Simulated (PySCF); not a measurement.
## How the method changes the constants of SrC

State: triplet, unpaired electrons π ↑↑. Set-up: basis Sr def2-TZVP with ECP28, C def2-TZVP; scalar-relativistic core potentials; PySCF 2.14. De refers to Sr + C in their high-spin ground configurations, without counterpoise correction. The functionals are run spin-unrestricted. A positive dipole means Sr(−)C(+). Levels whose curve was spin-contaminated or gave no clean fit are not listed.

```
       Level  Re (Å)  ωe (cm⁻¹)  De (eV)  μ (D)  CPU s a point (SCF and correlation, without the integrals)
    ROHF-MP2   2.359        490     1.36    n/a                                                         1.2
ROHF-SCS-MP2   2.376        473     1.20    n/a                                                         n/a
   ROHF-CCSD   2.461        418     1.76    n/a                                                         n/a
ROHF-CCSD(T)   2.461        413     1.87    n/a                                                          39
```

Correlated steps freeze 1 core orbital. Spin–orbit coupling is left out. The CCSD T1 diagnostic is raised, a sign that a single reference may not be enough here. The state is the lowest determinant that a PBE0 search found; another state may lie lower at other levels.

The whole job (state search and all levels along the bond) took about 9.1 min on 1 thread of Arm Neoverse N1 (shared host), peak memory 1.2 GiB.
